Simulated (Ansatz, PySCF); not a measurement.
Process, species as SMILES: [SiH3][SiH2][SiH2][SiH3] -> 2 [SiH2][SiH3] (the Si-Si bond at the site shown breaks; other sites are not compared here)
Structures are relaxed separately at B3LYP-D3(BJ)/def2-TZVP in Ansatz (a program for electronic structure), one conformer each, not searched for the lowest. Frequencies are from Ansatz or PySCF.

Quantity: bond dissociation energy (0 K, with B3LYP-D3(BJ) harmonic zero-point energies), in eV. Valence correlation only, unless marked. Open shells are spin-unrestricted. No spin-orbit coupling. No relativistic terms. CBS(X,Y): correlation extrapolated as X^-3; Hartree-Fock from the larger set. The bracket is a focal-point correction in the basis named.

| level | program | bond dissociation energy (eV) |
|---|---|---|
| HF/6-31G | Ansatz | 1.95 |
| PBE0/def2-SVP | Ansatz | 3.01 |
| PBE0-D3(BJ)/def2-TZVP | Ansatz + dftd3 | 3.09 |
| SCS-MP2/aug-cc-pV(D+d)Z | Ansatz | 3.01 |
| SCS-MP2/cc-pwCVTZ | Ansatz | 3.14 |
| CCSD/cc-pV(T+d)Z | Ansatz | 3.00 |
| RI-MP2/CBS(cc-pV(T+d)Z,cc-pV(Q+d)Z)+[CCSD(T)-MP2]/cc-pV(T+d)Z | Ansatz | 3.21 |
